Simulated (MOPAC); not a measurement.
Input for MOPAC: AM1 on AsO+, 2S+1 = 1, a point of a bond scan (R = 1.651 Å). Charge +1.

```
AM1 1SCF PRECISE CHARGE=1 THREADS=1
AsO

O      0.00000000 1     0.00000000 1     0.00000000 1
As     0.00000000 1     0.00000000 1     1.65079400 1
```

The log:

```
*******************************************************************************
 **                                                                           **
 **                              MOPAC v23.2.5                                **
 **                                                                           **
 *******************************************************************************
 ** MOPAC's Digital Object Identifier: https://doi.org/10.5281/zenodo.6511958 **
 **                                                                           **
 ** Please cite the open-source release paper for use of this MOPAC version:  **
 ** J. E. Moussa and J. J. P. Stewart (2026)                                  **
 ** MOPAC: An open-source semiempirical molecular orbital program             **
 ** J. Open Source Softw., 11(119), 8025, https://doi.org/10.21105/joss.08025 **
 *******************************************************************************

                              AM1 CALCULATION RESULTS

 *******************************************************************************
 *  AM1        - The AM1 Hamiltonian to be used
 *
 *
 *
 *                 CHARGE ON SYSTEM = +1
 *
 *
 *
 *  PRECISE    - TIGHTER CRITERIA TO BE USED
 *  1SCF       - DO 1 SCF AND THEN STOP
 *  THREADS=1  - MULTI-THREADING NOT USED
 *  T=         - A TIME OF 172800.0 SECONDS REQUESTED
 *  DUMP=N     - RESTART FILE WRITTEN EVERY 7200.0 SECONDS REQUESTED
 *******************************************************************************
AM1 1SCF PRECISE CHARGE=1 THREADS=1
 AsO

   ATOM   CHEMICAL          X               Y               Z
  NUMBER   SYMBOL      (ANGSTROMS)     (ANGSTROMS)     (ANGSTROMS)

     1       O          0.00000000  *   0.00000000  *   0.00000000  *
     2      As          0.00000000  *   0.00000000  *   1.65079400  *



          CARTESIAN COORDINATES

    NO.       ATOM           X           Y           Z

     1         O          0.0000      0.0000      0.0000
     2        As          0.0000      0.0000      1.6508

  O: (AM1): M.J.S. DEWAR ET AL, J. AM. CHEM. SOC. 107 3902-3909 (1985)
 As: (AM1): J. J. P. STEWART, J. MOL. MOD., 10, 155-164 (2004)

           Empirical Formula: O As  =     2 atoms



      MOLECULAR POINT GROUP   :   C*v


      RHF CALCULATION, NO. OF DOUBLY OCCUPIED LEVELS = 5


 -------------------------------------------------------------------------------
 AM1 1SCF PRECISE CHARGE=1 THREADS=1
 AsO



     1SCF WAS SPECIFIED, SO BFGS WAS NOT USED
     SCF FIELD WAS ACHIEVED


                              AM1 CALCULATION
                                                       MOPAC v23.2.5 Linux




          FINAL HEAT OF FORMATION =        227.16953 KCAL/MOL =     950.47732 KJ/MOL


          COSMO AREA              =         71.27 SQUARE ANGSTROMS
          COSMO VOLUME            =         54.73 CUBIC ANGSTROMS

          IONIZATION POTENTIAL    =         18.420266 EV
          HOMO LUMO ENERGIES (EV) =        -18.420 -8.369
          NO. OF FILLED LEVELS    =          5
          MOLECULAR WEIGHT        =         90.9210         POINT GROUP:  C*v

          MOLECULAR DIMENSIONS (Angstroms)

            Atom       Atom       Distance
           As     2    O     1     1.65079
           As     2    O     1     0.00000
            O     1   As     2     0.00000


          SCF CALCULATIONS        =          1





   ATOM   CHEMICAL          X               Y               Z
  NUMBER   SYMBOL      (ANGSTROMS)     (ANGSTROMS)     (ANGSTROMS)

     1       O          0.00000000  *   0.00000000  *   0.00000000  *
     2      As          0.00000000  *   0.00000000  *   1.65079400  *

                             CARTESIAN COORDINATES

   1    O        0.000000000     0.000000000     0.000000000
   2   As        0.000000000     0.000000000     1.650794000


           Empirical Formula: O As  =     2 atoms



      MOLECULAR POINT GROUP   :   C*v


                  EIGENVALUES
 -41.87728 -23.61641 -20.20360 -20.20360 -18.42027  -8.36921  -8.36921  -5.61148


              NET ATOMIC CHARGES AND DIPOLE CONTRIBUTIONS

  ATOM NO.   TYPE          CHARGE      No. of ELECS.   s-Pop       p-Pop
    1          O          -0.369470        6.3695     1.93707     4.43240
    2         As           1.369470        3.6305     1.87233     1.75820
 DIPOLE           X         Y         Z       TOTAL
 POINT-CHG.     0.000     0.000     4.325     4.325
 HYBRID         0.000     0.000    -1.912     1.912
 SUM            0.000     0.000     2.413     2.413


          ATOMIC ORBITAL ELECTRON POPULATIONS

     Atom    s        px        py        pz
    1  O   1.93707   1.51561   1.51561   1.40117
    2 As   1.87233   0.48439   0.48439   0.78943

 **********************
 *                    *
 * JOB ENDED NORMALLY *
 *                    *
 **********************




 == MOPAC DONE ==
```

The run finished.

Cost: very roughly 0.03 core-seconds.
